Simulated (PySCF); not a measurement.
C2H6Be, triplet, geometry from GFN2-xTB (such geometries of metal compounds can be far from the true shape) (a higher spin typed on purpose: for a closed-shell molecule this is an excited state); CASSCF(6,7)/6-31G in PySCF.

Here is a job for PySCF.
```python
from pyscf import gto, scf, mcscf
import numpy

mol = gto.Mole()
mol.atom = '''
    Be   -0.571699    0.751608   -0.601838
    C     1.126825   -0.007000   -0.746868
    H     1.250554   -1.016259   -0.385369
    H     1.790281    0.656942   -0.210530
    H     1.342548    0.031106   -1.806225
    C    -0.946700   -0.232530    0.937851
    H    -1.273112   -1.213804    0.623894
    H    -1.769389    0.299593    1.396812
    H    -0.134836   -0.326825    1.642871
'''
mol.basis = '6-31g'
mol.charge = 0
mol.spin = 2
mol.verbose = 4
mol.build()

mf = scf.ROHF(mol)
mf.kernel()
mc = mcscf.CASSCF(mf, 7, 6)
mc.fix_spin_(ss=2.0)
mc.kernel()
occ = numpy.linalg.eigvalsh(mc.fcisolver.make_rdm1(mc.ci, mc.ncas, mc.nelecas))[::-1]
ss = mc.fcisolver.spin_square(mc.ci, mc.ncas, mc.nelecas)[0]
print('natural occupations', occ.round(4), ' <S^2>', round(ss, 4))
```

The log (banner, timings and long lists left out):

```
PySCF version 2.14.0

[INPUT] verbose = 4
[INPUT] num. atoms = 9
[INPUT] num. electrons = 22
[INPUT] charge = 0
[INPUT] spin (= nelec alpha-beta = 2S) = 2
[INPUT] symmetry False subgroup None
[INPUT] Mole.unit = angstrom
[INPUT] Symbol           X                Y                Z      unit          X                Y                Z       unit  Magmom
[...]
nuclear repulsion = 52.9513360403068
number of shells = 27
number of NR pGTOs = 90
number of NR cGTOs = 39
basis = 6-31g
ecp = {}

******** <class 'pyscf.scf.rohf.ROHF'> ********
method = ROHF
initial guess = minao
damping factor = 0
level_shift factor = 0
DIIS = <class 'pyscf.scf.diis.CDIIS'>
diis_start_cycle = 1
diis_space = 8
diis_damp = 0
SCF conv_tol = 1e-09
SCF conv_tol_grad = None
SCF max_cycles = 50
direct_scf = True
direct_scf_tol = 1e-13
num. doubly occ = 10  num. singly occ = 2
Set gradient conv threshold to 3.16228e-05
init E= -93.856344337545
[...]
cycle= 1 E= -93.6532310355698  delta_E= 0.203  |g|= 0.203  |ddm|= 1.76
[...]
cycle= 2 E= -93.6884739147736  delta_E= -0.0352  |g|= 0.0669  |ddm|= 0.598
[...]
cycle= 3 E= -93.6932113115899  delta_E= -0.00474  |g|= 0.0241  |ddm|= 0.236
[...]
cycle= 4 E= -93.693936375453  delta_E= -0.000725  |g|= 0.00707  |ddm|= 0.0594
[...]
cycle= 5 E= -93.6940617700072  delta_E= -0.000125  |g|= 0.00175  |ddm|= 0.0307
[...]
cycle= 6 E= -93.6940671315706  delta_E= -5.36e-06  |g|= 0.000597  |ddm|= 0.00579
[...]
cycle= 7 E= -93.6940683814103  delta_E= -1.25e-06  |g|= 0.000774  |ddm|= 0.00162
[...]
cycle= 8 E= -93.6940691946966  delta_E= -8.13e-07  |g|= 0.000683  |ddm|= 0.00117
[...]
cycle= 9 E= -93.6940713699032  delta_E= -2.18e-06  |g|= 0.000665  |ddm|= 0.00317
[...]
cycle= 10 E= -93.6940865962754  delta_E= -1.52e-05  |g|= 0.000445  |ddm|= 0.0272
[...]
cycle= 11 E= -93.6940951016279  delta_E= -8.51e-06  |g|= 0.000275  |ddm|= 0.0292
[...]
cycle= 12 E= -93.6940946729702  delta_E= 4.29e-07  |g|= 0.000206  |ddm|= 0.00304
[...]
cycle= 13 E= -93.6940957961597  delta_E= -1.12e-06  |g|= 0.000173  |ddm|= 0.0154
[...]
cycle= 14 E= -93.6940958401261  delta_E= -4.4e-08  |g|= 1.39e-05  |ddm|= 0.00187
[...]
cycle= 15 E= -93.6940958389561  delta_E= 1.17e-09  |g|= 7.02e-06  |ddm|= 0.000546
[...]
cycle= 16 E= -93.6940958401556  delta_E= -1.2e-09  |g|= 4.71e-06  |ddm|= 0.000618
[...]
cycle= 17 E= -93.6940958403265  delta_E= -1.71e-10  |g|= 1.69e-06  |ddm|= 0.000213
[...]
Extra cycle  E= -93.6940958403291  delta_E= -2.64e-12  |g|= 1.16e-06  |ddm|= 2.33e-06
converged SCF energy = -93.6940958403291

******** <class 'pyscf.mcscf.mc1step.CASSCF'> ********
CAS (4e+2e, 7o), ncore = 8, nvir = 24
max_cycle_macro = 50
max_cycle_micro = 4
conv_tol = 1e-07
conv_tol_grad = None
orbital rotation max_stepsize = 0.02
orbital rotation threshold for CI restart = 0.01
augmented hessian ah_max_cycle = 30
augmented hessian ah_conv_tol = 1e-12
augmented hessian ah_linear dependence = 1e-14
augmented hessian ah_level shift = 1e-08
augmented hessian ah_start_tol = 2.5
augmented hessian ah_start_cycle = 3
augmented hessian ah_grad_trust_region = 3
kf_trust_region = 3
kf_interval = 4
ci_response_space = 4
ci_grad_trust_region = 3
with_dep4 0
natorb = False
canonicalization = True
sorting_mo_energy = False
ao2mo_level = 2
internal_rotation = False
******** <class 'pyscf.fci.addons.SpinPenaltyFCISolver'> ********
max. cycles = 50
conv_tol = 1e-08
davidson only = True
linear dependence = 1e-12
level shift = 0.001
max iter space = 12
nroots = 1
pspace_size = 400
spin = None
CASCI E = -93.6999824642318  S^2 = 2.0000000
Set conv_tol_grad to 0.000316228
macro iter   1 ( 21 JK    4 micro), CASSCF E = -93.7114886768768  dE = -1.15062126e-02  S^2 = 2.0000000
               |grad[o]|=0.0127  |grad[c]|=0.0202  |ddm|=0.029  |maxRot[o]|=0.307
macro iter   2 ( 21 JK    4 micro), CASSCF E = -93.7218346300191  dE = -1.03459531e-02  S^2 = 2.0000000
               |grad[o]|=0.019  |grad[c]|=0.0165  |ddm|=0.0173  |maxRot[o]|=0.287
macro iter   3 ( 21 JK    4 micro), CASSCF E = -93.7237748661203  dE = -1.94023610e-03  S^2 = 2.0000000
               |grad[o]|=0.00843  |grad[c]|=0.0067  |ddm|=0.0104  |maxRot[o]|=0.123
macro iter   4 ( 21 JK    4 micro), CASSCF E = -93.7242802420820  dE = -5.05375962e-04  S^2 = 2.0000000
               |grad[o]|=0.00438  |grad[c]|=0.0188  |ddm|=0.0157  |maxRot[o]|=0.262
macro iter   5 ( 21 JK    4 micro), CASSCF E = -93.7246193431354  dE = -3.39101053e-04  S^2 = 2.0000000
               |grad[o]|=0.00568  |grad[c]|=0.00293  |ddm|=0.00186  |maxRot[o]|=0.105
macro iter   6 ( 21 JK    4 micro), CASSCF E = -93.7247457793582  dE = -1.26436223e-04  S^2 = 2.0000000
               |grad[o]|=0.00324  |grad[c]|=0.00414  |ddm|=0.00153  |maxRot[o]|=0.0427
macro iter   7 ( 21 JK    4 micro), CASSCF E = -93.7248352879982  dE = -8.95086400e-05  S^2 = 2.0000000
               |grad[o]|=0.00213  |grad[c]|=0.00391  |ddm|=0.00122  |maxRot[o]|=0.0469
macro iter   8 ( 21 JK    4 micro), CASSCF E = -93.7249010783220  dE = -6.57903237e-05  S^2 = 2.0000000
               |grad[o]|=0.00169  |grad[c]|=0.00396  |ddm|=0.00116  |maxRot[o]|=0.0424
macro iter   9 ( 21 JK    4 micro), CASSCF E = -93.7249540795643  dE = -5.30012423e-05  S^2 = 2.0000000
               |grad[o]|=0.00144  |grad[c]|=0.00385  |ddm|=0.00145  |maxRot[o]|=0.0719
macro iter  10 (  7 JK    2 micro), CASSCF E = -93.7250743012104  dE = -1.20221646e-04  S^2 = 2.0000000
               |grad[o]|=0.00134  |grad[c]|=0.00343  |ddm|=0.00139  |maxRot[o]|=0.0699
macro iter  11 (  7 JK    2 micro), CASSCF E = -93.7251877455942  dE = -1.13444384e-04  S^2 = 2.0000000
               |grad[o]|=0.0013  |grad[c]|=0.00435  |ddm|=0.00166  |maxRot[o]|=0.0699
macro iter  12 (  7 JK    2 micro), CASSCF E = -93.7253236299559  dE = -1.35884362e-04  S^2 = 2.0000000
               |grad[o]|=0.00134  |grad[c]|=0.00644  |ddm|=0.0026  |maxRot[o]|=0.0699
macro iter  13 ( 21 JK    4 micro), CASSCF E = -93.7257092623724  dE = -3.85632416e-04  S^2 = 2.0000000
               |grad[o]|=0.00155  |grad[c]|=0.0451  |ddm|=0.0111  |maxRot[o]|=0.211
macro iter  14 ( 21 JK    4 micro), CASSCF E = -93.7285476079476  dE = -2.83834558e-03  S^2 = 2.0000000
               |grad[o]|=0.00384  |grad[c]|=0.0332  |ddm|=0.0128  |maxRot[o]|=0.234
macro iter  15 ( 21 JK    4 micro), CASSCF E = -93.7373584701887  dE = -8.81086224e-03  S^2 = 2.0000000
               |grad[o]|=0.00885  |grad[c]|=0.0248  |ddm|=0.0303  |maxRot[o]|=0.259
macro iter  16 ( 21 JK    4 micro), CASSCF E = -93.7407643997218  dE = -3.40592953e-03  S^2 = 2.0000000
               |grad[o]|=0.0106  |grad[c]|=0.0102  |ddm|=0.0104  |maxRot[o]|=0.159
macro iter  17 ( 16 JK    4 micro), CASSCF E = -93.7415439191260  dE = -7.79519404e-04  S^2 = 2.0000000
               |grad[o]|=0.00621  |grad[c]|=0.00695  |ddm|=0.00389  |maxRot[o]|=0.0811
macro iter  18 ( 10 JK    3 micro), CASSCF E = -93.7416209520632  dE = -7.70329372e-05  S^2 = 2.0000000
               |grad[o]|=0.00233  |grad[c]|=0.00177  |ddm|=0.000676  |maxRot[o]|=0.042
macro iter  19 (  7 JK    2 micro), CASSCF E = -93.7416241670163  dE = -3.21495310e-06  S^2 = 2.0000000
               |grad[o]|=0.000518  |grad[c]|=0.000107  |ddm|=0.000442  |maxRot[o]|=0.00868
macro iter  20 (  3 JK    1 micro), CASSCF E = -93.7416241776292  dE = -1.06129505e-08  S^2 = 2.0000000
               |grad[o]|=6.5e-05  |grad[c]|=3.19e-05  |ddm|=2.04e-05  |maxRot[o]|=0.000281
1-step CASSCF converged in  20 macro (330 JK  68 micro) steps
CASSCF canonicalization
Density matrix diagonal elements [1.97984629 1.95839314 1.00964305 0.99203257 0.01933631 0.01937229
 0.02137636]
CASSCF energy = -93.7416241776292
CASCI E = -93.7416241776292  E(CI) = -7.64130001870596  S^2 = 2.0000000
natural occupations [1.98   1.9605 1.0081 0.9922 0.0214 0.0193 0.0186]  <S^2> 2.0
```
